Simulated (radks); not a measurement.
The numbers below are computed, except where a source is named.
The tungsten ion W9+ is in [Kr] 4d10 4f14 5s2 5p3. Level of theory: non-relativistic Kohn-Sham, PBE, spin-polarised, spherical densities, point nucleus (a radial shooting solver on a logarithmic mesh with Libxc functionals). Open shells are filled with parallel spins first. One electron is removed from 4d, 4f, 5s, 5p in turn, with full relaxation. Which removal costs least, and what does each cost?

Answer. 5p 178.66 eV; 4f 195.44 eV; 5s 201.73 eV; 4d 397.36 eV. The 5p electron leaves first.
